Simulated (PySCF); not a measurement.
Isomers of C7H11F3O, one GFN2-xTB conformer each. Single-point energies are computed at PBE0/pcSseg-1 (PySCF, gas phase, no added dispersion term), electronic only.

| SMILES | GFN2-xTB relative energy (kcal/mol) |
| --- | --- |
| FC(F)(F)CC[C@H]1CCOC1 | 14.3 |
| C[C@@H]1CCC[C@@H]1OC(F)(F)F | 0.0 |
| C=CO[C@H](CC)CC(F)(F)F | 35.8 |
| CC(C)[C@@H](F)[C@](C)(F)C(=O)F | 27.1 |
| CC(C)(C)OCC(F)=C(F)F | 49.5 |
| CC(C)C1(OC(F)(F)F)CC1 | 21.9 |
| CCO[C@@H](CC)C(F)=C(F)F | 51.0 |

Conformers: `[F:1][C:2]([F:3])([F:4])[CH2:5][CH2:6][C@H:7]1[CH2:8][CH2:9][O:10][CH2:11]1` with C2–C5–C6–C7 177°, C5–C6–C7–C8 68°, C6–C7–C8–C9 148°, C7–C8–C9–O10 -7°, C8–C9–O10–C11 -18°, C9–O10–C11–C7 36°; `[CH3:1][C@@H:2]1[CH2:3][CH2:4][CH2:5][C@@H:6]1[O:7][C:8]([F:9])([F:10])[F:11]` with C5–C6–O7–C8 98°, C1–C2–C3–C4 -167°, C2–C3–C4–C5 37°, C3–C4–C5–C6 -17°, C4–C5–C6–O7 108°; `[CH2:1]=[CH:2][O:3][C@H:4]([CH2:5][CH3:6])[CH2:7][C:8]([F:9])([F:10])[F:11]` with C1–C2–O3–C4 -1°, C2–O3–C4–C5 -159°, O3–C4–C5–C6 69°, O3–C4–C7–C8 -156°; `[CH3:1][CH:2]([CH3:3])[C@@H:4]([F:5])[C@:6]([CH3:7])([F:8])[C:9](=[O:10])[F:11]` with C1–C2–C4–F5 55°, C2–C4–C6–C7 -168°, C4–C6–C9–O10 -78°; `[CH3:1][C:2]([CH3:3])([CH3:4])[O:5][CH2:6][C:7]([F:8])=[C:9]([F:10])[F:11]` with C2–O5–C6–C7 75°, O5–C6–C7–F8 -118°; `[CH3:1][CH:2]([CH3:3])[C:4]1([O:5][C:6]([F:7])([F:8])[F:9])[CH2:10][CH2:11]1` with C1–C2–C4–O5 63°, C2–C4–O5–C6 -118°; `[CH3:1][CH2:2][O:3][C@@H:4]([CH2:5][CH3:6])[C:7]([F:8])=[C:9]([F:10])[F:11]` with C1–C2–O3–C4 173°, C2–O3–C4–C5 163°, O3–C4–C5–C6 60°, O3–C4–C7–F8 157°.

Q: What does PBE0/pcSseg-1 give for the same structures?

A: 
| SMILES | PBE0/pcSseg-1 E (Eh) | PBE0/pcSseg-1 (kcal/mol) | GFN2-xTB (kcal/mol) | point group |
| --- | --- | --- | --- | --- |
| C[C@@H]1CCC[C@@H]1OC(F)(F)F | -647.39738 | 0.0 | 0.0 | C1 |
| FC(F)(F)CC[C@H]1CCOC1 | -647.38207 | 9.6 | 14.3 | C1 |
| CC(C)[C@@H](F)[C@](C)(F)C(=O)F | -647.38112 | 10.2 | 27.1 | C1 |
| CC(C)C1(OC(F)(F)F)CC1 | -647.36068 | 23.0 | 21.9 | C1 |
| C=CO[C@H](CC)CC(F)(F)F | -647.35954 | 23.7 | 35.8 | C1 |
| CCO[C@@H](CC)C(F)=C(F)F | -647.31391 | 52.4 | 51.0 | C1 |
| CC(C)(C)OCC(F)=C(F)F | -647.31319 | 52.8 | 49.5 | C1 |

Both levels put the same isomer lowest; measured from each level's own lowest isomer, the values differ by up to 16.9 kcal/mol (CC(C)[C@@H](F)[C@](C)(F)C(=O)F: 27.1 against 10.2). As drawn, the highest has a C=C bond outside aromatic rings, which the lowest lacks. Neighbours under 2.5 kcal/mol apart (FC(F)(F)CC[C@H]1CCOC1 and CC(C)[C@@H](F)[C@](C)(F)C(=O)F; CC(C)C1(OC(F)(F)F)CC1 and C=CO[C@H](CC)CC(F)(F)F; CCO[C@@H](CC)C(F)=C(F)F and CC(C)(C)OCC(F)=C(F)F) can change places with a better method, another conformer or zero-point energy.

Q: Which frontier levels, dipoles and rotational constants go with these structures?

A: 
```csv
SMILES,"HOMO (eV, PBE0/pcSseg-1)",LUMO (eV),dipole (D),"A, B, C (MHz)"
C[C@@H]1CCC[C@@H]1OC(F)(F)F,-8.97,1.03,3.09,"1872, 757.8, 634.1"
FC(F)(F)CC[C@H]1CCOC1,-7.34,1.09,1.53,"2959, 425.2, 406.1"
CC(C)[C@@H](F)[C@](C)(F)C(=O)F,-9.07,-0.89,2.36,"1373, 918.3, 809.9"
CC(C)C1(OC(F)(F)F)CC1,-8.34,1.12,2.98,"1603, 886.1, 757.9"
C=CO[C@H](CC)CC(F)(F)F,-7.03,0.69,1.48,"1349, 780.8, 577.0"
CCO[C@@H](CC)C(F)=C(F)F,-7.26,0.58,1.79,"1160, 871.4, 690.8"
CC(C)(C)OCC(F)=C(F)F,-7.29,0.27,1.76,"1778, 667.0, 604.3"
```
